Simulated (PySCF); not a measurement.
## Correlation energy of S²⁺ (sulfur, charge +2)

[Ne] 3s1 3p3, high-spin 5S determinant (an excited configuration). All numbers are calculated (PySCF 2.14, the non-relativistic Hamiltonian (point nucleus), in aug-cc-pV(T+d)Z (6s5p4d2f, 55 functions)). Frozen: [Ne]; 4 electrons correlated.

```
  level  correlation energy (mhartree)
   CCSD                         -33.48
    (T)                          -0.37
CCSD(T)                         -33.85
```

Diagnostics: T1 = 0.00093, D1 = 0.0022, largest double amplitude 0.047.

Cost of the coupled-cluster step: roughly 1.3 core-seconds, for 4 correlated electrons.

Iterations:

```
CC2 = 0
CCSD nocc = (np.int64(4), np.int64(0)), nmo = (50, 50)
frozen orbitals [[0, 1, 2, 3, 4], [0, 1, 2, 3, 4]]
max_cycle = 100
direct = 0
conv_tol = 1e-08
conv_tol_normt = 1e-06
diis_space = 8
diis_start_cycle = 0
Init t2, MP2 energy = -0.0247092660985729
Init E_corr(UCCSD) = -0.0247092660985796
cycle = 1  E_corr(UCCSD) = -0.0309850969379686  dE = -0.00627583084  norm(t1,t2) = 0.0272806
cycle = 2  E_corr(UCCSD) = -0.0327315793948975  dE = -0.00174648246  norm(t1,t2) = 0.00836243
cycle = 3  E_corr(UCCSD) = -0.0334890737672083  dE = -0.000757494372  norm(t1,t2) = 0.00265992
cycle = 4  E_corr(UCCSD) = -0.0334840059439091  dE = 5.0678233e-06  norm(t1,t2) = 9.09152e-05
cycle = 5  E_corr(UCCSD) = -0.0334841356130405  dE = -1.29669131e-07  norm(t1,t2) = 8.06501e-06
cycle = 6  E_corr(UCCSD) = -0.0334840531622889  dE = 8.24507516e-08  norm(t1,t2) = 7.04639e-07
cycle = 7  E_corr(UCCSD) = -0.0334840822753876  dE = -2.91130987e-08  norm(t1,t2) = 9.26607e-08
cycle = 8  E_corr(UCCSD) = -0.0334840792042501  dE = 3.07113748e-09  norm(t1,t2) = 1.80836e-08
UCCSD converged
E(UCCSD) = -396.1751311385429  E_corr = -0.0334840792042501
UCCSD(T) correction = -0.000372941634934103
```
